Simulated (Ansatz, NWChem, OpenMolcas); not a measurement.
**How basis sets differ on GaNH2F2 (SMILES [NH2][Ga]([F])[F])**

GaNH2F2 has 6 atoms, charge 0, and is taken as a singlet. SMILES: `[NH2][Ga]([F])[F]`. Geometry: relaxed at PBE0-D4/def2-TZVP.

Each level gives the HOMO–LUMO gap (eV). The values are calculated.

```csv
level,kind,program,value (eV)
HF/ANO-R0 (sfX2C),Hartree–Fock,OpenMolcas,14.79
HF/ANO-S-MB,Hartree–Fock,OpenMolcas,14.79
HF/STO-3G,Hartree–Fock,Ansatz,14.51
HF/3-21G,Hartree–Fock,OpenMolcas,13.93
HF/cc-pVDZ,Hartree–Fock,Ansatz,14.24
HF/def2-SVP,Hartree–Fock,NWChem,14.04
```

All-electron rows without a relativistic Hamiltonian named are non-relativistic. The values span 13.93 to 14.79 eV. A Hartree–Fock LUMO above zero doesn't converge with the basis: it sinks as sets grow more diffuse. Orbital gaps aren't excitation energies.
